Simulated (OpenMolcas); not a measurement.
# Nb4+: moving the ligands

Nb4+ with 4 ligands (chloride) in tetrahedral coordination (Td) at 2.31 Å. Ligand basis ANO-RCC-VDZP.

```json
{"Program": "OpenMolcas 26.06", "Method": "CASSCF", "Basis": "ANO-RCC-VDZP [6s5p3d1f]", "Scalar Hamiltonian": "DKH2, point nucleus", "Active space": "1 electron in 5 orbitals (4d)", "State averaging": "2S+1 = 2 even, 5 roots", "Spin-orbit coupling": "RASSI with atomic mean-field integrals over the reference wave functions"}
```

Runs around this geometry, states (labels of Td). Energies in cm-1 above the lowest state or level, χT in cm3 K/mol; 10Dq is the gap between the two states; 10Dq is negative for this site.

```tsv
R (Å)	Ground state	First state of that spin	10Dq	First gap with spin-orbit (degeneracies)	χT at 300 K
2.24	2E	2T2 10623	-10623	10609 (4, 4)	0.343
2.31	2E	2T2 9788	-9788	9755 (4, 4)	0.337
2.43	2E	2T2 8490	-8490	8437 (4, 4)	0.327
```

Taking |10Dq| as R^-n, n = -ln(8490 / 10623) / ln(2.43 / 2.24) = 2.8 between the shortest and longest distance. The point-charge formula for a cubic d site gives n = 5.

An orbital doublet at a regular site is open to a Jahn-Teller distortion, which this geometry leaves out. With metal d orbitals alone the field can be off either way by tens of per cent. Ligand-to-metal charge-transfer states are missing. The least metal-like active orbital is 68 % on the metal (Löwdin) and no ligand orbital is active, so the numbers are rough (holds for R = 2.24). The least metal-like active orbital is 71 % on the metal (Löwdin) and no ligand orbital is active, so the numbers are rough (holds for R = 2.31). The least metal-like active orbital is 75 % on the metal (Löwdin) and no ligand orbital is active, so the numbers are rough (holds for R = 2.43). No measured value stands beside these numbers; the geometry is a model, was not optimised and need not be the one that this ion takes.
